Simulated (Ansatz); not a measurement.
Molecule: sum formula FeHSCl, net charge 0, quintet state. The spin state was set by rule; other spins were not relaxed. 
Structure (B3LYP-D3(BJ)/def2-TZVP (Ansatz, a program for electronic structure) minimum search):
```xyz
4

Fe    -0.0028     0.0139    -0.0145
Cl    -0.2989     1.4703    -1.5773
S      0.3045    -1.4282     1.6472
H      0.2809    -2.5039     0.8360
```
Charge 0, spin multiplicity 5.

Basis-set convergence of Hartree-Fock and CCSD correlation energies (hartree) with Ansatz. Valence correlation only, unless marked. Open shells are spin-unrestricted. No spin-orbit coupling. The frozen core is the preceding noble-gas configuration, with the filled d and f shells of earlier blocks. Non-relativistic.

```csv
basis,functions,E(HF),"E(corr, CCSD)"
def2-SVP,72,-2119.72573,-0.41504
def2-TZVPP,162,(withheld),(withheld)
```

Problem. Some entries are withheld; supply them.

Solution. 
- def2-TZVPP, E(HF): -2120.19974
- def2-TZVPP, E(corr, CCSD): -0.59909
